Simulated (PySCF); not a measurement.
SMILES C[SiH](C)O (C₂H₈OSi) at its PBE0/def2-SVP optimised geometry (Å):

```
12

Si    -0.1639    -0.8222     0.0000
C     -0.8459    -1.7825    -1.4615
C     -0.8458     0.9265     0.0000
O      1.5113    -0.8222     0.0000
H     -0.5273    -1.5090     1.2734
H     -0.6042    -1.2926    -2.4190
H     -0.4337    -2.8032    -1.4886
H     -1.9433    -1.8621    -1.3981
H     -0.4342     1.5090     0.8389
H     -0.6027     1.4581    -0.9346
H     -1.9433     0.9175     0.1002
H      1.9433    -0.4186    -0.7576
```

Method: PBE0/def2-TZVP run with PySCF. Cells within 0.4 Å of a nucleus heavier than hydrogen are left out (blank, or x).

Map of the electrostatic potential (hartree/e), clipped to [-0.08, 0.12] on the plane z = 0.0 Å:

```
|3333333333333333333333333333333|
|3333333333333333333333333333333|
|3333333333333333333333333333333|
|3333333333333333333333333333333|
|3333333333333333333333333333333|
|3333333333333333333333333333333|
|3333333333333333333333333333333|
|3333333333455544333333333333333|
|3333444455899975433333333333333|
|3344456899999998543333333333333|
|3344579999999999643333333333333|
|34446999999xxx99743333333333333|
|34446999999xxx99854333333333333|
|344457999999x999975433333333333|
|3444567999999999997544444333333|
|3344445567999999999999964433333|
|3344444557999999999999996433333|
|33444445699999xx9999xx998433333|
|3334444569999xxx9999xxx98322223|
|33344445699999xx9999xx995222222|
|3334444458999999999999982112222|
|3333444456999999999999510011222|
|3333444445699999998421000011222|
|3333334444567999985310000111222|
|3333333333445666654211001112222|
|3333333333334444443221111122222|
|3333333333333333333222111222222|
|3333333333333333333222222222222|
|3333333333333333333222222222222|
|3333333333333333333322222222223|
|3333333333333333333332222222233|
```
Scale: ten equal steps from -0.064 (start of '0') to 0.120 (end of '9'), in the order '0123456789'; x runs from -4.00 to 4.00, y from -4.00 (bottom) to 4.00 (top).
